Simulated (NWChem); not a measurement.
# C$_{2}$H$_{8}$Si; SMILES C[SiH2]C

Results from NWChem. Pople sets run with spherical d functions. Structure relaxed at the PBE0/def2-SVP level. Level PBE0/6-31G*: single points from the atomic guess with DIIS by default; each run changes one setting, and all converged runs end within 0.3 mHa of each other. NWChem's automatic level shift, which a small gap switches on, acted in some of these runs.

```json
[
 {"setting": "defaults", "SCF iterations": "6"},
 {"setting": "level shift of 0.5 Ha throughout", "SCF iterations": "8"},
 {"setting": "no DIIS, 40 % damping", "SCF iterations": "13"},
 {"setting": "core-Hamiltonian guess", "SCF iterations": "16"},
 {"setting": "DIIS on 20 Fock matrices", "SCF iterations": "6"},
 {"setting": "no level shifting", "SCF iterations": "6"}
]
```
